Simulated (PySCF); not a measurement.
Isomers of C6H10OSi2, mass 154.027 u with the commonest isotopes. Method: PySCF 2.14.0, PBE0-D3(BJ)/def2-SVP geometry optimisation, gas phase. One conformer each, none proved a minimum here; rigid rotors.

Task: Order these by rotational constant B, largest first.
A. `[cH:1]1[cH:2][o:3][c:4]([SiH:5]2[CH2:6][SiH2:7][CH2:8]2)[cH:9]1` with O3–C4–Si5–C6 -53°
B. `[CH2:1]=[CH:2][C:3]1=[CH:4][SiH2:5][CH:6]=[CH:7][Si@@H:8]1[OH:9]` with C1–C2–C3–C4 172°, C7–Si8–O9–H -71°
C. `[CH:1]#[C:2][C@@H:3]1[CH:4]=[CH:5][CH2:6][Si@H:7]1[O:8][SiH3:9]` with C6–Si7–O8–Si9 51°, C2–C3–C4–C5 -101°, C4–C5–C6–Si7 -18°, C5–C6–Si7–O8 -90°, C2–C3–Si7–C6 97°
D. `[CH3:1][C:2]#[C:3][SiH2:4][C:5]#[C:6][SiH2:7][O:8][CH3:9]` with C6–Si7–O8–C9 54°
E. `[SiH3:1]/[CH:2]=[CH:3]/[SiH2:4][c:5]1[cH:6][cH:7][cH:8][o:9]1` with C2–C3–Si4–C5 115°, C3–Si4–C5–C6 -14°
F. `[CH:1]#[C:2][C@@H:3]1[CH:4]=[CH:5][CH2:6][Si@@H:7]1[O:8][SiH3:9]` with C6–Si7–O8–Si9 -108°, C2–C3–C4–C5 -135°, C4–C5–C6–Si7 12°, C5–C6–Si7–O8 99°, C2–C3–Si7–C6 140°

Result: F (1042 MHz), B (957.8 MHz), C (770.9 MHz), A (666.5 MHz), E (452.5 MHz), D (428.8 MHz).

Task: Order these by rotational constant A, largest first.
A. `[CH:1]#[C:2][C@@H:3]1[CH:4]=[CH:5][CH2:6][Si@@H:7]1[O:8][SiH3:9]` with C6–Si7–O8–Si9 -108°, C2–C3–C4–C5 -135°, C4–C5–C6–Si7 12°, C5–C6–Si7–O8 99°, C2–C3–Si7–C6 140°
B. `[CH:1]#[C:2][C@@H:3]1[CH:4]=[CH:5][CH2:6][Si@H:7]1[O:8][SiH3:9]` with C6–Si7–O8–Si9 51°, C2–C3–C4–C5 -101°, C4–C5–C6–Si7 -18°, C5–C6–Si7–O8 -90°, C2–C3–Si7–C6 97°
C. `[SiH3:1]/[CH:2]=[CH:3]\[SiH2:4][c:5]1[cH:6][cH:7][cH:8][o:9]1` with C2–C3–Si4–C5 31°, C3–Si4–C5–C6 -118°
D. `[CH2:1]=[CH:2][C:3]1=[CH:4][SiH2:5][CH:6]=[CH:7][Si@@H:8]1[OH:9]` with C1–C2–C3–C4 172°, C7–Si8–O9–H -71°
E. `[cH:1]1[cH:2][o:3][c:4]([SiH:5]2[CH2:6][SiH2:7][CH2:8]2)[cH:9]1` with O3–C4–Si5–C6 -53°

Result: E (3003 MHz), B (2063 MHz), D (1777 MHz), C (1625 MHz), A (1541 MHz).

Task: Order these by out-of-plane moment Σ m c² = (Ia + Ib − Ic)/2, smallest first.
A. `[SiH3:1]/[CH:2]=[CH:3]\[SiH2:4][c:5]1[cH:6][cH:7][cH:8][o:9]1` with C2–C3–Si4–C5 31°, C3–Si4–C5–C6 -118°
B. `[CH3:1][C:2]#[C:3][SiH2:4][C:5]#[C:6][SiH2:7][O:8][CH3:9]` with C6–Si7–O8–C9 54°
C. `[CH2:1]=[CH:2][C:3]1=[CH:4][SiH2:5][CH:6]=[CH:7][Si@@H:8]1[OH:9]` with C1–C2–C3–C4 172°, C7–Si8–O9–H -71°
D. `[CH:1]#[C:2][C@@H:3]1[CH:4]=[CH:5][CH2:6][Si@@H:7]1[O:8][SiH3:9]` with C6–Si7–O8–Si9 -108°, C2–C3–C4–C5 -135°, C4–C5–C6–Si7 12°, C5–C6–Si7–O8 99°, C2–C3–Si7–C6 140°
E. `[SiH3:1]/[CH:2]=[CH:3]/[SiH2:4][c:5]1[cH:6][cH:7][cH:8][o:9]1` with C2–C3–Si4–C5 115°, C3–Si4–C5–C6 -14°
F. `[CH:1]#[C:2][C@@H:3]1[CH:4]=[CH:5][CH2:6][Si@H:7]1[O:8][SiH3:9]` with C6–Si7–O8–Si9 51°, C2–C3–C4–C5 -101°, C4–C5–C6–Si7 -18°, C5–C6–Si7–O8 -90°, C2–C3–Si7–C6 97°
G. `[cH:1]1[cH:2][o:3][c:4]([SiH:5]2[CH2:6][SiH2:7][CH2:8]2)[cH:9]1` with O3–C4–Si5–C6 -53°

Result: E (14.08 u·Å²), B (19.49 u·Å²), C (20.70 u·Å²), G (61.29 u·Å²), D (69.88 u·Å²), A (71.65 u·Å²), F (96.54 u·Å²).

| SMILES | point group | Ia (u·Å²) | Ib (u·Å²) | Ic (u·Å²) | κ | μa (D) | μb (D) | μc (D) |
| --- | --- | --- | --- | --- | --- | --- | --- | --- |
| c1coc([SiH]2C[SiH2]C2)c1 | near Cs | 168.28 | 758.28 | 803.98 | -0.97 | 0.99 | 0.20 | 0.01 |
| C=CC1=C[SiH2]C=C[Si@@H]1O | C1 | 284.35 | 527.64 | 770.59 | -0.46 | 0.39 | 0.45 | 1.13 |
| C#C[C@@H]1C=CC[Si@@H]1O[SiH3] | C1 | 327.95 | 484.80 | 673.00 | -0.26 | 1.03 | 0.17 | 0.10 |
| [SiH3]/C=C/[SiH2]c1ccco1 | C1 | 166.81 | 1116.78 | 1255.44 | -0.96 | 0.31 | 0.87 | 0.02 |
| [SiH3]/C=C\[SiH2]c1ccco1 | C1 | 311.10 | 533.88 | 701.68 | -0.50 | 0.48 | 0.28 | 0.03 |
| C#C[C@@H]1C=CC[Si@H]1O[SiH3] | C1 | 245.00 | 655.60 | 707.53 | -0.92 | 0.33 | 1.07 | 0.03 |
| CC#C[SiH2]C#C[SiH2]OC | C1 | 311.69 | 1178.53 | 1451.23 | -0.87 | 2.05 | 2.08 | 0.63 |
